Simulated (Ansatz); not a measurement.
A run for Ansatz (an electronic-structure program): R-B3LYP/def2-TZVPP on H8O2Si3 (SMILES [SiH3]O[SiH2]O[SiH3]).

Ansatz 0.2 input:
```yaml
crystal:
  periodic: [false, false, false]
  atoms:
    - {symbol: Si, position_ang: [2.03054368, 0.78784170, -0.59068986]}
    - {symbol: O, position_ang: [1.37075367, 0.16699620, 0.77464873]}
    - {symbol: Si, position_ang: [0.14895076, -0.65434542, 1.47551669]}
    - {symbol: O, position_ang: [-1.27588406, -0.28429106, 0.77431927]}
    - {symbol: Si, position_ang: [-2.15888929, -0.17216002, -0.60296502]}
    - {symbol: H, position_ang: [2.78888632, 2.00718041, -0.24053260]}
    - {symbol: H, position_ang: [0.95880675, 1.12832408, -1.55641905]}
    - {symbol: H, position_ang: [2.94026761, -0.20490191, -1.20564424]}
    - {symbol: H, position_ang: [0.40084970, -2.10317457, 1.32543404]}
    - {symbol: H, position_ang: [0.07829308, -0.25636858, 2.89122977]}
    - {symbol: H, position_ang: [-3.54320742, -0.60313134, -0.31389522]}
    - {symbol: H, position_ang: [-1.57708562, -1.04105901, -1.65373496]}
    - {symbol: H, position_ang: [-2.16218519, 1.22908953, -1.07716754]}
basis:
  gaussian:
    orbitals: def2-TZVPP
hamiltonian:
  xc: {name: B3LYP}
scf: {lower_state_search: off}
```

It printed:

```
WARN ansatz: RAYON_NUM_THREADS=4 ignored (pool sized by the plan → 4); use --threads N
Functional definition: B3LYP
these checks for a lower state are left out or cut short: stability, starts, cluster_reference, orbital_swaps, neighbouring_geometries, increment
integrals: 0.32 GiB planned
1647 factors; their error is unknown
mean field: 2.41 GiB planned
mean field evaluation 1: about -27856.9877 eV, gradient 7.9e1 eV
mean field evaluation 2: about -27831.7659 eV, gradient 1.4e2 eV
mean field evaluation 4: about -27866.5068 eV, gradient 2.0e0 eV
mean field evaluation 8: about -27866.5137 eV, gradient 8.4e-2 eV
mean field evaluation 16: about -27866.5502 eV, gradient 9.2e-6 eV
mean field -27866.55024760 eV, -1024.0768329731 hartree, gradient 2.6e-6 eV, S^2 0.000000; 0 other end points of the search recorded, 0 dependent functions left out
reference -27866.55057289 eV, -1024.0768449271 hartree; 33, 33 occupied and 267, 267 virtual orbitals, 1647 factors
Total energy: -27866.55057289 eV, -1024.0768449271 hartree
Checks for a lower state left out: stability, starts, cluster_reference, orbital_swaps, neighbouring_geometries, increment
```

Self-consistency was reached.

Cost: about 10 core-seconds (a rough figure).
